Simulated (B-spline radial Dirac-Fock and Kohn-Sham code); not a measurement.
# Kohn-Sham estimates against Dirac-Fock for the levels of Ho³⁺

System: Ho³⁺, configuration 1s2 2s2 2p6 3s2 3p6 3d10 4s2 4p6 4d10 4f10 5s2 5p6.

The density-functional columns are spherical, spin-unpolarised Dirac-Kohn-Sham results without Breit or QED terms: −ε is minus the orbital energy of the initial state and ΔSCF the difference of two total energies. The reference in the last column comes from ΔSCF Dirac-Fock with Breit, self-energy and vacuum polarisation, finite nucleus, configuration average. All numbers are from a radial atomic solver, in eV; a selection of levels is shown. The Kohn-Sham columns are given as differences from the reference. For the 1s level of heavy atoms much of the gap between ΔSCF and the reference is the Breit and QED part, -250.9 eV here; for other levels the error of the functional can be larger.

```
level  PBE −ε − DF  PBE ΔSCF − DF  LDA −ε − DF  LDA ΔSCF − DF  Dirac-Fock
    K       -196.6         +290.6       -246.8         +238.8     55652.6
   L1       -140.3          -52.4       -147.3          -59.1      9438.9
   L2       -103.6           +8.8       -106.6           +5.9      8956.1
   L3       -113.4          -13.7       -115.5          -15.6      8109.1
   M1        -71.3          -45.4        -73.3          -47.2      2174.2
   M2        -56.9          -29.2        -57.6          -29.9      1964.4
   M3        -56.2          -30.6        -56.7          -31.0      1784.8
   M4        -36.3           -5.8        -36.2           -5.6      1429.7
   M5        -37.1           -7.4        -36.9           -7.1      1391.4
   N1        -35.3          -23.1        -36.2          -24.0       477.3
   N2        -28.7          -16.5        -29.0          -16.9       393.0
   N3        -28.7          -17.0        -29.2          -17.4       352.8
   N4        -17.0           -5.5        -17.0           -5.5       213.2
   N5        -17.1           -5.7        -17.1           -5.7       205.9
 N6,7         -5.9           +4.1         -5.6           +4.5       40.96
   O1        -10.2           -2.3         -9.9           -1.9       90.15
   O2         -5.6           +1.8         -5.3           +2.1       64.01
   O3         -5.6           +1.5         -5.3           +1.8       58.44
```

Values without a named source are computed, but for edge energies of neutral atoms, which are taken from tables.
